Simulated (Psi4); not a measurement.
Dimer: SiH4 (SMILES [SiH4]) (first 5 atoms) with CHN (SMILES C#N); geometry from B3LYP-D3(BJ)/def2-TZVP.
(charge 0, multiplicity 1):
```xyz
8

Si     0.147     0.140     0.025
H     -0.521     1.420     0.343
H     -0.599    -0.965     0.679
H      1.533     0.150     0.543
H      0.150    -0.086    -1.436
C     -0.453    -0.446     3.899
N     -0.152     0.153     4.828
H     -0.730    -0.998     3.028
```

The numbers are results of SAPT0/jun-cc-pV(D+d)Z in Psi4, not measurements.

Problem. Give the four SAPT terms and the total, and say what mostly holds the pair together.

Solution. electrostatics -1.7, exchange 5.3, induction -1.8, dispersion -3.1, total -1.2 kJ/mol; the largest attraction is dispersion.
